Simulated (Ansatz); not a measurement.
Consider the formal exchange of groups at the Si–F bond: `N#C[Si](F)(F)F` + `COCCCl` → `N#C[SiH](F)F` + `COC(F)CCl`.

Calculated with Ansatz (gas phase, PBE0-D4/def2-TZVP geometries, no zero-point term in ΔE). CCSD(T)/CBS adds triple-zeta CCSD(T) − MP2 to the extrapolated MP2 energy (def2 sets, frozen cores). This one scheme is used for every species. DFT in def2-TZVPP. One conformer a species, not always the lowest.

`N#C[Si](F)(F)F`:

```xyz
6

N     2.114   -1.112    0.444
C     1.114   -0.586    0.234
Si   -0.472    0.248   -0.099
F    -1.586   -0.828   -0.300
F    -0.335    1.114   -1.392
F    -0.835    1.164    1.113
```

`COCCCl`:

```xyz
12

C    -1.614   -0.521   -0.307
O    -0.326   -0.834   -0.771
C     0.610    0.196   -0.596
C     1.179    0.195    0.811
Cl    2.388    1.491    0.975
H    -2.002    0.384   -0.792
H    -1.647   -0.375    0.780
H    -2.260   -1.362   -0.560
H     0.169    1.177   -0.819
H     1.417    0.021   -1.311
H     1.675   -0.750    1.025
H     0.412    0.377    1.563
```

`N#C[SiH](F)F`:

```xyz
6

N     1.752    0.848    1.457
C     0.918    0.438    0.779
Si   -0.387   -0.169   -0.365
F    -1.779    0.152    0.294
F    -0.221   -1.730   -0.483
H    -0.283    0.461   -1.683
```

`COC(F)CCl`:

Cartesian coordinates in Å:
```
C -1.794 -0.277 -0.515
O -0.413 -0.053 -0.721
C 0.286 0.223 0.412
F -0.004 1.511 0.854
C 1.765 0.188 0.118
Cl 2.316 -1.477 -0.135
H -2.294 0.630 -0.165
H -1.952 -1.083 0.211
H -2.212 -0.574 -1.475
H 0.014 -0.449 1.237
H 1.973 0.762 -0.783
H 2.315 0.601 0.961
```

**Question.** Is it downhill or uphill in electronic energy at CCSD(T)/CBS, and by how much? (Best estimate.)

**Answer.** The calculation gave: Uphill: ΔE = +1.94 eV.

**Question.** What do these levels give: ωB97M-V, PBE0, SCS-MP2/def2-TZVPP, CCSD(T)/def2-TZVPP, SCS-MP2/def2-QZVPP, CCSD/CBS(def2)? (Best estimate.)

**Answer.** Computed: ωB97M-V 1.83, PBE0 1.81, SCS-MP2/def2-TZVPP 1.94, CCSD(T)/def2-TZVPP 1.91, SCS-MP2/def2-QZVPP 1.98, CCSD/CBS(def2) 1.96 eV.

Largest T1 diagnostic among the species: 0.013.

From PBE to PBE0 (25 % exact exchange), in def2-TZVPP and without D4, ΔE moves by +0.07 eV.
